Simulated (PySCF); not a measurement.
## Frontier levels across methods

Compound: C2H6Cl2SSi.
SMILES with atom numbers: `[CH3:1][S:2][SiH2:3][CH:4]([Cl:5])[Cl:6]` (hydrogens: H7, H8, H9 on C1; H10, H11 on Si3; H12 on C4)

Structure used (PBE0-D3(BJ)/def2-SVP), in Å, numbered top down from 1:
```
atom  x, y, z in Å
C1     2.4449   -0.1281    0.0555
S2     0.8772   -0.8387   -0.5498
Si3   -0.4846    0.1145    0.7948
C4    -2.1938    0.0409   -0.0356
Cl5   -2.6256   -1.6554   -0.3660
Cl6   -3.3770    0.8403    1.0348
H7     2.6705   -0.4577    1.0792
H8     3.2316   -0.5027   -0.6128
H9     2.4349    0.9701    0.0095
H10   -0.6004   -0.5518    2.1226
H11   -0.0966    1.5460    0.9724
H12   -2.2214    0.5698   -0.9972
```

Basis pcSseg-1 throughout (PySCF), one geometry. The structure is a single PBE0-D3(BJ)/def2-SVP conformer in the gas phase; no vibrational or solvent corrections.

**Question.** How do the orbital energies, the gap and the dipole change with the method?

**Answer.** 
| method | kind | HOMO (eV) | LUMO (eV) | gap (eV) | μ (D) | SCF cycles |
| --- | --- | --- | --- | --- | --- | --- |
| BLYP | GGA | -5.81 | -1.36 | 4.45 | 2.65 | 14 |
| B97-D | GGA | -5.97 | -1.44 | 4.53 | 2.76 | 14 |
| PBE | GGA | -5.99 | -1.54 | 4.45 | 2.72 | 14 |
| OPBE | GGA | -6.01 | -1.44 | 4.57 | 2.80 | 15 |
| LDA | LDA | -6.07 | -1.74 | 4.33 | 2.80 | 13 |
| KT2 | GGA | -6.08 | -1.73 | 4.35 | 2.79 | 14 |
| KT3 | GGA | -6.09 | -1.62 | 4.47 | 2.73 | 14 |
| BP86 | GGA | -6.10 | -1.65 | 4.45 | 2.77 | 14 |
| B3LYP | global hybrid | -6.97 | -0.76 | 6.21 | 2.82 | 13 |
| B97-2 | global hybrid | -7.00 | -0.62 | 6.38 | 2.92 | 12 |
| PBE0 | global hybrid | -7.23 | -0.58 | 6.66 | 2.92 | 12 |
| mPW1PW91 | global hybrid | -7.27 | -0.58 | 6.68 | 2.94 | 12 |
| BHandHLYP | global hybrid | -8.31 | 0.48 | 8.80 | 3.01 | 12 |
| CAM-B3LYP | range-separated hybrid | -8.52 | 0.60 | 9.12 | 2.90 | 12 |
| wB97X-D | range-separated hybrid | -9.11 | 1.19 | 10.30 | 3.01 | 13 |
| LC-wPBE | range-separated hybrid | -9.95 | 1.75 | 11.70 | 3.02 | 14 |
| HF | Hartree–Fock | -10.06 | 2.93 | 12.99 | 3.26 | 11 |

The HOMO spans 4.25 eV, from BLYP down to HF, and the gap runs from 4.33 eV (LDA) to 12.99 eV (HF). Over the methods BLYP (0 %), B97-D (0 %), PBE (0 %), OPBE (0 %), LDA (0 %), KT2 (0 %), KT3 (0 %), BP86 (0 %), B3LYP (20 %), B97-2 (21 %), PBE0 (25 %), mPW1PW91 (25 %), BHandHLYP (50 %), HF (100 %), a straight line through the gap against the share of exact exchange rises by 0.86 eV for each 10 % (correlation coefficient 1.000). The dipole ranges from 2.65 D (BLYP) to 3.26 D (HF). This basis has no diffuse functions.
